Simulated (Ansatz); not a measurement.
Calculated with Ansatz (gas phase, PBE0-D4/def2-TZVP geometries, no zero-point term in ΔE). CCSD(T)/CBS adds triple-zeta CCSD(T) − MP2 to the extrapolated MP2 energy (def2 sets, frozen cores). This one scheme is used for every species. DFT in def2-TZVPP. For Ga outer-core shells are correlated without core-valence functions, which leaves a few kJ/mol of doubt a bond. Scalar relativity is left out up to krypton. One conformer a species, not always the lowest.

Consider the ligand exchange at a Ga–C bond: `O[CH2][GaH2]` + `[OH][AlH2]` → `[AlH2][O][GaH2]` + CH₃OH.

`O[CH2][GaH2]`:

```xyz
8

O     0.795   -0.064   -1.225
C     0.655   -0.182    0.195
Ga   -1.277    0.269    0.392
H     1.703   -0.254   -1.473
H     1.310    0.522    0.721
H     0.892   -1.195    0.537
H    -1.717    1.768    0.567
H    -2.361   -0.864    0.285
```

`[OH][AlH2]`:

Cartesian coordinates in Å:
```
O -0.482 0.097 -1.113
Al 0.377 -0.052 0.341
H -1.432 0.191 -1.155
H -0.404 -0.037 1.720
H 1.942 -0.198 0.207
```

`[AlH2][O][GaH2]`:

```xyz
7

Al    0.947   -1.312    0.496
O     0.011   -0.013    0.004
Ga   -0.979    1.358   -0.514
H     1.407   -1.387    2.010
H     1.335   -2.416   -0.570
H    -2.524    1.161   -0.405
H    -0.197    2.610   -1.021
```

CH₃OH:

Cartesian coordinates in Å:
```
C 0.192 -0.299 0.023
O -0.080 1.045 -0.299
H 1.216 -0.503 -0.291
H -0.471 -0.997 -0.502
H 0.122 -0.493 1.101
H -0.979 1.247 -0.032
```

| level | ΔE (kJ/mol) |
| --- | --- |
| ωB97M-V | -111.5 |
| BHLYP | -122.6 |

(1) What does CCSD(T)/CBS give? (An estimate is asked.)

Largest T1 diagnostic among the species: 0.015.

Answers

(1) The calculation gave: -113.1 kJ/mol. The listed levels differ from it by 1.6, -9.5 kJ/mol.

In def2-TZVPP, CCSD(T) changes the Hartree–Fock value by +14.8 kJ/mol (the triples alone add +0.7 kJ/mol) and MP2 by +13.0 kJ/mol. At CCSD(T), def2-SVP lies −19.5 kJ/mol from the extrapolated value and def2-TZVPP −4.7 kJ/mol.
